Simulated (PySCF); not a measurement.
C3H9ClSi, triplet, at the geometry of the source list (a higher spin typed on purpose: for a closed-shell molecule this is an excited state). Base run: B3LYP/6-31G (PySCF).

Here is a job for PySCF.
```python
from pyscf import gto, scf, dft, solvent

mol = gto.Mole()
mol.atom = '''
    C    -0.740400    1.610400   -0.386000
    Si    0.156700    0.123700    0.395900
    C     1.632300   -0.414800   -0.682200
    C    -1.052100   -1.323900    0.661200
    Cl    0.876600    0.698800    2.221400
    H    -1.153400    1.354700   -1.356700
    H    -1.559700    1.952400    0.240000
    H    -0.066500    2.450800   -0.526400
    H     2.178700   -1.235000   -0.225600
    H     1.303200   -0.745200   -1.663000
    H     2.333000    0.401900   -0.829500
    H    -1.444600   -1.687500   -0.283100
    H    -1.897100   -1.026600    1.275700
    H    -0.566800   -2.159600    1.158300
'''
mol.basis = '6-31g'
mol.charge = 0
mol.spin = 2
mol.verbose = 4
mol.build()

mf = dft.UKS(mol)
mf.xc = 'b3lyp'
mf.kernel()
```

Each row names what was changed in the base input (with any setting that the change needs).

```csv
change,ΔE vs base (kcal/mol),dipole (D)
base,0.000,2.40
model = IEF-PCM; solvent = 2-propanol,-3.24,4.04
model = C-PCM; solvent = 2-propanol,-3.31,4.08
model = IEF-PCM; solvent = 2-propanol; r_probe = 0.5,-1.50,3.31
model = IEF-PCM; solvent = 2-propanol; lebedev_order = 11,-3.16,4.01
model = IEF-PCM; solvent = 2-propanol; vdw_scale = 1.4,-2.00,3.51
model = COSMO; solvent = 2-propanol,-3.19,4.01
model = IEF-PCM; solvent = chloroform,-2.35,3.55
model = IEF-PCM; solvent = 2-propanol; lebedev_order = 41,-3.25,4.04
model = ddCOSMO; solvent = 2-propanol,-2.43,3.82
```

The base is the gas phase, so ΔE is the electrostatic part of solvation at a fixed geometry, without cavity and dispersion terms.

Open shells are given as the SCF converged; they aren't shown to be the lowest states, and a large step between rows can be another state.
